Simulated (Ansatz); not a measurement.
Born–Oppenheimer molecular dynamics of BClH2O2 (6 atoms, charge 0, multiplicity 1). It goes on from the last frame of an earlier run, with new velocities.

These are results of RKS PBE/STO-3G (Ansatz), not measurements.

```json
{"ensemble": "NVT, Nosé–Hoover chain", "time step": "0.25 fs", "steps asked": "250", "set temperature": "1000 K", "thermostat": "time constant 20 fs, chain length 1", "seed": "548092"}
```

First frame:

```xyz
6
Properties=species:S:1:pos:R:3
B 0.090 -0.241 0.067
Cl -0.247 0.166 1.823
O 1.409 -0.253 -0.372
H 1.387 -0.511 -1.372
O -0.966 -0.520 -0.795
H -1.822 -0.434 -0.219
```

How far do the bonds stretch over the last three quarters of this one trajectory? (Pairs bonded in most of those frames.)


```
  bond  mean (Å)  spread (Å)  shortest  longest
B1–Cl2     1.841       0.045      1.77     1.92
 B1–O3     1.392       0.053      1.31     1.48
 B1–O5     1.387       0.031      1.34     1.45
 O3–H4     1.050       0.072      0.93     1.18
 O5–H6     1.041       0.051      0.96     1.14
```

Mean temperature of the second half: 1387 K. The conserved energy stayed within 0.58 meV per atom of its start (net change 0.55 meV per atom), so the integration is sound. The mean temperature of the second half is 39 % above the set value. A run of 0.062 ps of so small a system gives no equilibrium averages. Limits of this set-up: minimal basis.

Run time: 6.1 min on 1 thread of Arm Neoverse N1, on a shared host, peak memory 0.077 GiB.
